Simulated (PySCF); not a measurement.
**Ce⁺: excitation energy**

Ce⁺ [Xe] 4f1 5d2 (high-spin determinant) → Ce⁺ [Xe] 4f2 5d1 (high-spin determinant), as a difference of total energies. Computed with PySCF 2.14 in x2c-TZVPPall (11s7p7d4f2g, 113 functions), with the spin-free X2C one-electron Hamiltonian (Gaussian nucleus). Correlated levels: valence: [Kr] 4d10 frozen. The calculations carry no spin-orbit coupling.

```tsv
method	excitation energy (cm⁻¹)
UHF	16642
MP2 (valence)	11542
SCS-MP2 (valence)	12910
CCSD (valence)	12229
CCSD(T) (valence)	11756
```

A first-order spin-orbit estimate (lowest level to lowest level, LS coupling) adds -0.009 eV.

The determinant of the lower state and of the upper state mixes LS terms, which raises its energy above the lowest term, most at the Hartree-Fock and MP2 levels.
